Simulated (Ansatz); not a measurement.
Compare A (`C[Si]1(Br)CN1`) with its isomer B (`N=C[SiH2]CBr`).

Calculated with Ansatz (gas phase, PBE0-D4/def2-TZVP geometries, no zero-point term in ΔE). CBS: MP2 limit from def2 TZ/QZ plus the TZ coupled-cluster correction, frozen cores. Functionals use def2-TZVPP. B3LYP here is the variant with VWN-RPA as its local correlation; programs differ in this. For Br outer-core shells are correlated without core-valence functions, which leaves a few kJ/mol of doubt a bond. Scalar relativity is left out up to krypton. Each species was taken in one conformer, which may not be the lowest.

A:

Z-matrix (Å, degrees):
```
C
Si 1 1.852
H 1 1.092 2 109.7
H 1 1.092 2 110.7 3 -120.3
H 1 1.092 2 110.4 3 120.1
Br 2 2.212 1 109.7 3 177.4
C 2 1.822 1 123.2 3 21.4
N 2 1.695 1 123.5 3 -40.1
H 7 1.087 2 124.2 1 151.1
H 7 1.091 2 118.0 1 -1.9
H 8 1.007 2 132.0 1 -3.1
```

B:

Z-matrix (Å, degrees):
```
Si
C 1 1.890
C 1 1.873 2 108.1
H 1 1.485 2 110.7 3 122.0
H 1 1.491 2 108.2 3 -118.9
N 2 1.269 1 117.4 3 24.6
H 2 1.100 1 120.3 3 -156.5
Br 3 1.946 1 109.3 2 72.5
H 3 1.088 1 113.5 2 -168.3
H 3 1.089 1 110.6 2 -44.4
H 6 1.022 2 112.1 1 178.9
```

Q: Which isomer does CCSD(T)/CBS put lower? Give the gap. (Estimate.)

A: Computed: A, by 161.8 kJ/mol.

Q: Give E(B) − E(A) in kJ/mol with PBE0-D4, HF/def2-TZVPP, B3LYP, CCSD/def2-TZVPP, PBE-D4, B2PLYP, r2SCAN-D4. (Estimate.)

A: Computed: PBE0-D4 177.1, HF/def2-TZVPP 140.7, B3LYP 152.9, CCSD/def2-TZVPP 153.2, PBE-D4 167.4, B2PLYP 157.8, r2SCAN-D4 177.7. None reverses the order clearly.

Largest T1 diagnostic: 0.010.

In def2-TZVPP, CCSD(T) changes the Hartree–Fock value by +11.7 kJ/mol (the triples alone add −0.8 kJ/mol) and MP2 by +32.3 kJ/mol. From PBE to PBE0 (25 % exact exchange), in def2-TZVPP and without D4, E(B) − E(A) moves by +9.6 kJ/mol.
